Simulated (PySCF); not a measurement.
Bi(Me)(OH)2 (CH₅BiO₂), SMILES [OH][Bi]([CH3])[OH].

Geometry optimised at B3LYP-D3(BJ)/def2-SVP. The structure was generated by enumeration; whether it is a known compound was not checked. The def2 effective core potentials stand for the cores of Bi; spin–orbit coupling is left out. One conformer was computed; it need not be the lowest.

These are TDA-PBE/def2-SVPD (PySCF) values and carry that method's errors.

Vertical excitations.  State labels are in the subgroup Cs.

```csv
state,symmetry,energy (eV),λ (nm),f,main pairs
S1,A',4.94,251,0.000,HOMO→LUMO 97 %
S2,A",5.09,244,0.003,"HOMO→LUMO+1 81 %, HOMO−1→LUMO 18 %"
S3,A',5.21,238,0.002,HOMO−1→LUMO+1 98 %
S4,A",5.34,232,0.004,"HOMO−1→LUMO 65 %, HOMO→LUMO+1 15 %, HOMO−2→LUMO+1 14 %"
S5,A',5.62,221,0.033,HOMO−2→LUMO 90 %
S6,A",5.84,212,0.015,"HOMO−2→LUMO+1 57 %, HOMO−3→LUMO 37 %"
S7,A",5.95,208,0.001,HOMO−1→LUMO+2 98 %
S8,A',6.06,205,0.034,"HOMO→LUMO+3 40 %, HOMO→LUMO+2 39 %, HOMO−2→LUMO+2 10 %, HOMO−3→LUMO+1 9 %"
S9,A',6.17,201,0.002,"HOMO→LUMO+3 51 %, HOMO−3→LUMO+1 21 %, HOMO−2→LUMO+2 16 %, HOMO→LUMO+2 9 %"
S10,A",6.21,200,0.016,HOMO−1→LUMO+3 94 %
T1,A',4.61,269,0,HOMO→LUMO 97 %
T2,A",4.66,266,0,HOMO−1→LUMO 95 %
T3,A",4.74,261,0,HOMO→LUMO+1 95 %
T4,A',4.89,254,0,HOMO−1→LUMO+1 99 %
```
Triplets are in the Tamm–Dancoff approximation.
